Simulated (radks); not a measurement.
The numbers below are computed, except where a source is named.
Spherical quantum dot in the effective-mass picture: electrons in a well V = -V0 / (1 + exp((r - R)/a)) with V0 = 5.32, R = 6, a = 0.52, with a point charge +2 (a donor) at the centre, all in effective atomic units (hartree* = m*/eps^2 hartree, bohr* = eps/m* bohr), one dielectric constant everywhere. Level of theory: non-relativistic Kohn-Sham, LDA (Slater exchange, Perdew-Wang correlation), spin-polarised, spherical densities (a radial shooting solver with Libxc functionals). Levels are named by radial order and angular momentum (1s, 1p, 1d, 2s, ...), and open shells are averaged over m. Results are scaled to m* = 0.512 and eps = 17, for which hartree* = 48.21 meV and bohr* = 1.757 nm.

N = 17, configuration 1s2 1p6 1d(up 5, down 2) 2s2. This is the lowest configuration that the search found. Occupied and some empty levels:

| level | occupation | eigenvalue (meV) | <r> (nm) |
|---|---|---|---|
| 1s up | 1 | -94.852 | 2.366 |
| 1s down | 1 | -94.662 | 2.247 |
| 2s up | 1 | -83.451 | 6.238 |
| 2s down | 1 | -82.343 | 6.339 |
| 1p up | 3 | -82.077 | 6.864 |
| 1p down | 3 | -80.829 | 6.852 |
| 1d up | 5 | -74.976 | 7.206 |
| 1d down | 2 | -73.698 | 7.207 |
| 1f up | 0 | -65.650 | 7.480 |
| 1f down | 0 | -64.373 | 7.487 |
| 1g up | 0 | -54.320 | 7.722 |
| 1g down | 0 | -53.063 | 7.731 |
| 2p up | 0 | -51.633 | 5.506 |
| 2p down | 0 | -50.916 | 5.489 |

Energy (meV): total -3012.92, kinetic 369.45, external -4864.3, Hartree 1718.9, exchange-correlation -236.93.
